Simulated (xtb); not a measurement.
AlFH₄O₂Si, SMILES [OH][Al]([F])[O][SiH3]. All values are semi-empirical tight-binding results from xtb (GFN2-xTB unless named), good for trends rather than for accurate numbers. The structure is a stationary point at GFN2-xTB. The structure was generated by enumeration; whether it is a known compound was not checked. The values are those of a single conformer.

A frequency run showed that this geometry is not a minimum.

For metal compounds this method's bond lengths and energies can be far off.

Computed properties:
```json
{
 "orbital_gap": "3.91 eV"
}
```
